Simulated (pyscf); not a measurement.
H₂N–In, singlet

Gas-phase minimum from PySCF at ωB97X-D3(BJ)/def2-SVP, one conformer. Other isomers of H₂N–In [singlet] were not searched in full and may lie lower. 

```xyz
4

N     -1.2282    -0.5301    -0.1636
In    -0.7015     0.4179     1.6064
H     -0.7904    -1.3655    -0.5476
H     -1.9724    -0.2415    -0.7961
```

Bonded distances (Å): N1–In2 2.076, N1–H3 1.018, N1–H4 1.018. Bond angles (°): In2–N1–H3 125.9, In2–N1–H4 125.8, H3–N1–H4 108.2.

Properties at ωB97X-D3(BJ)/def2-SVP:

| Quantity | Value |
|---|---|
| Harmonic wavenumbers, unscaled | 298, 454, 556, 1518, 3565, 3663 cm⁻¹ |
| Zero-point energy | 14.4 kcal/mol |
| Rotational symmetry number | 2 |
| Entropy of this conformer at 298 K and 1 atm, rigid rotor and harmonic oscillator, modes under 100 cm⁻¹ raised to 100 | 260.0 J/(mol K) |
| Dipole moment | 0.53 D |

Single-point totals, which compare only within one level (frozen core for MP2 and CC):

```json
[
 {"level": "ωB97X-D3(BJ)/def2-TZVP", "total energy (hartree)": "-246.21239"},
 {"level": "PBE/def2-TZVP", "total energy (hartree)": "-246.07007"},
 {"level": "r²SCAN/def2-TZVP", "total energy (hartree)": "-246.16967"},
 {"level": "B3LYP-D3(BJ)/def2-TZVP", "total energy (hartree)": "-246.21115"},
 {"level": "PBE0-D3(BJ)/def2-TZVP", "total energy (hartree)": "-246.06791"},
 {"level": "M06-2X/def2-TZVP", "total energy (hartree)": "-246.03565"},
 {"level": "ωB97M-D3(BJ)/def2-TZVP", "total energy (hartree)": "-246.17538"},
 {"level": "HF/def2-TZVPP", "total energy (hartree)": "-244.86619"},
 {"level": "MP2/def2-TZVPP", "total energy (hartree)": "-245.35996"},
 {"level": "CCSD/def2-TZVPP", "total energy (hartree)": "-245.36048"},
 {"level": "CCSD(T)/def2-TZVPP", "total energy (hartree)": "-245.37776"}
]
```

The CCSD(T) − MP2 part came from Ansatz, without density fitting, on the same reference. The frozen core leaves the outer d or s,p core shells of the metals and heavy elements correlated in the MP2 and CC values, and def2-TZVPP describes them poorly, so these totals are far from the basis limit. Elements past Kr carry the def2 core potentials, without spin-orbit coupling.
